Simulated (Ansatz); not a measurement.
Species: C8H7Ga, SMILES `[CH]1=c2ccccc2=[CH][GaH]1` with one electron removed (charge 1, multiplicity 2).

Give a relaxed geometry from PBE-D3(BJ)/def2-SVP run with Ansatz (an electronic-structure program).

the end point of this relaxation (outside a Z-matrix the atoms follow the SMILES, hydrogens last).
Cartesian coordinates (Å) in one orientation:
```xyz
16

C      1.612     1.306     0.161
C      0.347     0.725     0.108
C     -0.878     1.457     0.269
C     -2.104     0.807     0.203
C     -2.181    -0.603    -0.026
C     -1.031    -1.366    -0.190
C      0.266    -0.755    -0.133
C      1.462    -1.452    -0.288
Ga     2.982    -0.142    -0.123
H      1.702     2.390     0.336
H     -0.831     2.542     0.446
H     -3.035     1.380     0.329
H     -3.169    -1.085    -0.072
H     -1.103    -2.450    -0.366
H      1.434    -2.540    -0.466
H      4.528    -0.216    -0.187
```
